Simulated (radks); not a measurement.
Values are calculated unless marked as measured or tabulated.
Fractional charge and spin in the 6s shell of osmium: the spin-up occupation runs from 0 to 1 and the spin-down occupation from 0 to 1; the fullest corner is Os, [Xe] 4f14 5d(up 3, down 3) 6s(up 1, down 1). Code: a radial shooting solver on a logarithmic mesh with Libxc functionals. Model: scalar-relativistic Kohn-Sham, LDA (Slater exchange, Perdew-Wang correlation), spin-polarised, spherical densities, point nucleus. Energy (eV) minus the two flat planes that join the four corners (they meet along the diagonal where the two added fractions sum to one electron); zero is where a piecewise linear energy would lie.

| down \ up | 0 | 0.25 | 0.5 | 0.75 | 1 |
|---|---|---|---|---|---|
| 0 | 0.000 | -0.697 | -0.927 | -0.693 | 0.000 |
| 0.25 | -0.697 | -0.880 | -0.605 | 0.126 | -0.634 |
| 0.5 | -0.927 | -0.605 | 0.167 | -0.555 | -0.840 |
| 0.75 | -0.693 | 0.126 | -0.555 | -0.803 | -0.626 |
| 1 | 0.000 | -0.634 | -0.840 | -0.626 | 0.000 |

Corners above the fullest one (they belong to Os+ and the next ion): (up 1, down 0) 9.689 eV, (up 0, down 1) 9.689 eV, (up 0, down 0) 27.132 eV. With half an added electron in each spin the energy lies 0.167 eV from the planes, and with half an added electron in spin up alone -0.927 eV. The planes are only a guide here: the flat-plane condition holds for ground states with one frontier orbital, while other shells are open and held unpolarised.
